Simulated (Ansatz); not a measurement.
Species: CH$_{8}$FNSi$_{2}$, net charge 0, singlet state. 
Structure (B3LYP-D3(BJ)/def2-TZVP (Ansatz, a first-principles code) minimum search):
```xyz
13

Si     0.8017     0.6594    -0.3039
C      1.6931    -0.9113    -0.7270
F      1.3454     1.1346     1.1381
N     -0.9012     0.4471    -0.2836
Si    -1.8640    -0.8964     0.2401
H      1.1013     1.7722    -1.2287
H      1.3956    -1.2742    -1.7127
H      2.7716    -0.7419    -0.7359
H      1.4846    -1.6961     0.0020
H     -1.4246     1.2811    -0.5173
H     -2.7940    -0.5023     1.3251
H     -0.9436    -1.9424     0.7338
H     -2.6775    -1.4518    -0.8690
```

Property: vertical triplet-singlet gap (E(triplet) - E(singlet); each state is the SCF solution reached for its spin), in kJ/mol. Valence correlation only, unless marked. Open shells are spin-unrestricted. Spin-orbit coupling is left out. Non-relativistic. CBS(X,Y): correlation extrapolated as X^-3; Hartree-Fock from the larger set. [CCSD(T)-MP2]/basis is that difference in the basis named.

```tsv
level	program	vertical triplet-singlet gap (kJ/mol)
PBE/def2-TZVPD	Ansatz	553.9
B3LYP/def2-TZVPD	Ansatz	…
wB97M-V/def2-TZVPD	Ansatz	627.7
SCS-MP2/aug-cc-pV(D+d)Z	Ansatz	648.0
RI-MP2/CBS(aug-cc-pV(T+d)Z,aug-cc-pV(Q+d)Z)+[CCSD(T)-MP2]/aug-cc-pV(T+d)Z	Ansatz	…
```

Fill in the missing entries.


- B3LYP/def2-TZVPD, vertical triplet-singlet gap (kJ/mol): 587.2
- RI-MP2/CBS(aug-cc-pV(T+d)Z,aug-cc-pV(Q+d)Z)+[CCSD(T)-MP2]/aug-cc-pV(T+d)Z, vertical triplet-singlet gap (kJ/mol): 624.8
